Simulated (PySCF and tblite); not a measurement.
The numbers below are computed, except where a source is named.
2 regioisomers of C₄H₄FNO₂:

| isomer | SMILES |
| --- | --- |
| A | [OH:1][c:2]1[cH:3][n:4][c:5]([CH2:6][F:7])[o:8]1 |
| B | [OH:1][c:2]1[o:3][cH:4][n:5][c:6]1[CH2:7][F:8] |

Protocol: conformer search, at most 6 conformers an isomer, GFN2-xTB geometries, energies B3LYP/def2-SVP (IEF-PCM, dichloromethane) (D3(BJ) added where defined), GIAO shieldings KT3/pcSseg-1 (IEF-PCM, dichloromethane), weights at 298.15 K with GFN2-xTB thermal terms. Programs: PySCF with density fitting and tblite.

Problem. What shifts does each isomer give (ppm)?

Solution. 
A: ¹H (against TMS): 6.30 (H3, 1H), 5.77 (H6, 2H). ¹³C (against TMS): 158.2 (C2), 142.6 (C5), 95.8 (C3), 80.1 (C6).

B: ¹H (against TMS): 7.23 (H4, 1H), 6.06 (H7, 2H). ¹³C (against TMS): 154.2 (C2), 132.9 (C4), 104.9 (C6), 83.2 (C7). H not on carbon is left out.

Other tautomers (keto or thione forms) aren't considered and may dominate. H on N, O and S are left out: they exchange, and hydrogen bonds move them by several ppm. Shifts are unscaled: against experiment ¹³C can be off by 15 ppm or more and ¹H by 0.8 ppm. The search found a single conformer for at least one isomer; other rotamers may be missing. The minima are those of GFN2-xTB; planar forms about aryl–S or allylic bonds may be saddles in DFT.
